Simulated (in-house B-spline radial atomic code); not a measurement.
Results of a calculation; reference values are marked as such.
**Correlation energy from the adiabatic connection: ω²r²/2 − Z/r, ω = 4.32, Z = 0.5**

Two electrons in a singlet, external potential ω²r²/2 − Z/r, ω = 4.32, Z = 0.5 (atomic units). Full CI in B-splines (partial waves to l = 8, correlation up to 0.6 % small) with the density held fixed gives W(λ) = <V_ee>_λ − U, and E_c is the integral of W(λ) − W(0) from 0 to 1.

```
   λ  W(λ) − W(0) (hartree)
   0                0.00000
0.02               -0.00194
0.05               -0.00484
0.12               -0.01150
0.25               -0.02354
 0.4               -0.03691
 0.6               -0.05390
 0.8               -0.07001
   1               -0.08529
```

(1) Integrate the table by the trapezoid rule.

(2) Now use only three numbers: W(0) = -1.6886, the initial slope W'(0) = -0.09747 (extrapolated from the first points) and the strong-coupling limit of the point-charge-plus-continuum model, W∞ = -2.3165. What do second-order theory and the interpolation W(λ) = W∞ + (W(0) − W∞)/√(1 + 2χλ) of Seidl, Perdew and Levy give?

Results:

(1) The strips give -0.00002, -0.00010, -0.00057, -0.00228, -0.00453, -0.00908, -0.01239, -0.01553, which sum to -0.04451 hartree. The direct value, W(1) − W(0) + T_c with T_c = 0.04073, is -0.04456; the curve is convex, so chords lie above it and the trapezoids fall short in size by 0.12 %.

(2) Second order keeps the slope alone: E_c = W'(0)/2 = -0.04874, +9 % in size against -0.04456. Matching the slope fixes χ = W'(0)/(W∞ − W(0)) = -0.09747/(-0.62790) = 0.15523. Integrating, with s = √(1 + 2χ) = 1.144755, E_c = −(W(0) − W∞)(s − 1)/(s + 1) = −0.62790 × 0.144755/2.144755 = -0.04238 hartree, -4.9 % in size against the full result. At λ = 1 the formula gives W − W(0) = -0.07940 against -0.08529. Part of the miss can come from the model's W∞.
